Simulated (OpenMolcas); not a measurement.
Pm2+ in a point-charge field

Pm2+ among 6 point charges of -1 e arranged as an octahedron (Oh), 2.59 Å from the ion.

- Program: OpenMolcas 26.06
- Method: CASSCF
- Basis: ANO-RCC-VDZP [7s6p4d2f1g]
- Scalar Hamiltonian: DKH2, point nucleus
- Active space: 5 electrons in 7 orbitals (4f)
- State averaging: 2S+1 = 6 odd, 21 roots; 2S+1 = 4 odd, 128 roots kept (CI in the orbitals of an earlier block, 108 in the spin-orbit step); 2S+1 = 2 odd, 148 roots kept (CI in the orbitals of an earlier block, 41 in the spin-orbit step)
- Spin-orbit coupling: state interaction with AMFI integrals over the reference wave functions

The lowest spin-free states (labels of O, the rotations of Oh), above the lowest:

| State | Degeneracy | E (cm-1) | Free-ion L (%) |
| --- | --- | --- | --- |
| 6T1 | 3 | 0.0 | H (100) |
| 6E | 2 | 47.0 | H (100) |
| 6T2 | 3 | 184.4 | H (100) |
| 6T1 | 3 | 280.3 | H (100) |
| 6A2 | 1 | 6110 | F (100) |
| 6T2 | 3 | 6134 | F (100) |
| 6T1 | 3 | 6176 | F (100) |
| 4A1 | 1 | 19819 | I (98) |
| 4T1 | 3 | 19839 | I (95) |
| 4T2 | 3 | 19867 | I (91) |
| 4A2 | 1 | 19969 | I (64) |
| 4T2 | 3 | 20069 | I (87) |
| 4E | 2 | 20104 | I (99) |
| 4A2 | 1 | 20145 | M (92) |
| 4T2 | 3 | 20165 | M (92) |
| 4T1 | 3 | 20188 | M (93) |
| 4A2 | 1 | 20227 | F (58) |
| 4T2 | 3 | 20242 | F (73) |
| 4T1 | 3 | 20245 | F (87) |
| 4A1 | 1 | 20269 | M (98) |

The lowest levels with spin-orbit coupling:

```csv
E (cm-1),Degeneracy,Label,2S+1,J,|mJ| (%),g
0.0,2,Γ7,6,2.51,3/2 (83),0.14 0.14 0.14
89.0,4,Γ8,6,2.51,1/2 (50),
862.2,2,Γ6,6,3.50,1/2 (58),2.09 2.09 2.09
900.4,4,Γ8,6,3.50,3/2 (37),
921.7,2,Γ7,6,3.49,5/2 (75),2.13 2.13 2.13
1861,2,Γ6,6,4.50,1/2 (58),4.08 4.08 4.08
1887,4,Γ8,6,4.50,3/2 (40),
1918,4,Γ8,6,4.50,7/2 (44),
3015,4,Γ8,6,5.50,1/2 (41),
3020,2,Γ7,6,5.51,3/2 (46),4.44 4.44 4.44
3026,4,Γ8,6,5.50,5/2 (38),
3029,2,Γ6,6,5.50,7/2 (73),4.30 4.30 4.30
4210,2,Γ6,6,6.50,9/2 (69),6.30 6.30 6.30
4219,4,Γ8,6,6.50,7/2 (36),
4231,2,Γ7,6,6.49,5/2 (55),1.55 1.55 1.55
4268,2,Γ7,6,6.50,3/2 (55),2.44 2.44 2.44
4278,4,Γ8,6,6.50,1/2 (43),
5436,4,Γ8,6,7.49,11/2 (40),
5482,4,Γ8,6,7.49,7/2 (38),
5546,2,Γ7,6,7.49,13/2 (40),7.54 7.54 7.54
```

Powder χT (cm3 K/mol): 0.00548 at 2 K, 0.0203 at 10 K, 0.0964 at 50 K, 0.166 at 100 K, 0.273 at 200 K, 0.388 at 300 K. The effective moment at 300 K is 2.828 √(χT) = 1.76 μB.

Hund's rules give f5 the level 6H5/2 with g = 0.286, so an isolated free-ion multiplet has χT = g² J(J+1) / 8 = 0.089 cm3 K/mol. The computed 0.388 at 300 K differs by +335 %, through the field's splitting, the mixing of terms and any other multiplet in reach.

Stevens parameters of the J = 5/2 multiplet, which is 89 cm-1 wide (cm-1, z along the main axis): B40 = 2.461e-01, B44 = 1.244e+00.

High states are left out of the spin-orbit mixing, which shifts the levels that they would mix with. Point charges carry no covalency, so the field is a model and not that of real ligands. The first state left out of the spin-orbit step lies near 34000 cm-1 above the lowest spin-free state of the reference (among the parities and spins computed), and the lists stop at four fifths of that energy or lower. No measured value stands beside these numbers.
